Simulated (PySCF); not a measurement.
The calculation used delta-SCF UKS SCAN, pcX-2 on the ionised atom, pcseg-1 elsewhere, spin-free X2C in PySCF 2.14.0. Geometries: PBE0-D3(BJ)/def2-SVP; isolated species, one conformer each. Kα1 is taken as the energy difference of the 1s-hole and 2p3/2-hole states at the ground state's geometry. Spin–orbit and ligand-field terms were added within each 2p shell after the spin-free SCF.

```tsv
site	Si 2p3/2 (eV)
silicon in `[SiH3][N]([GeH3])C1CC1`	106.68
silicon in `[GeH3][NH][SiH2]C1CC1`	106.42
silicon in `O=C[SiH2]Cl`	108.24
```

Problem. What are the Si 1s binding energies, and the Kα1 emission energies that follow?

Solution. 
| site | bonded to | 1s (eV) | 2p3/2 (eV) | Kα1 = 1s − 2p3/2 (eV) |
| --- | --- | --- | --- | --- |
| silicon in `[GeH3][NH][SiH2]C1CC1` | N, C and 2 H | 1846.31 | 106.42 | 1739.89 |
| silicon in `[SiH3][N]([GeH3])C1CC1` | N and 3 H | 1846.55 | 106.68 | 1739.87 |
| silicon in `O=C[SiH2]Cl` | Cl, C and 2 H | 1848.05 | 108.24 | 1739.81 |

Ranges: 1s 1.74 eV, 2p3/2 1.82 eV, Kα1 0.08 eV. A straight-line fit of 1s on 2p3/2 has slope 0.96.
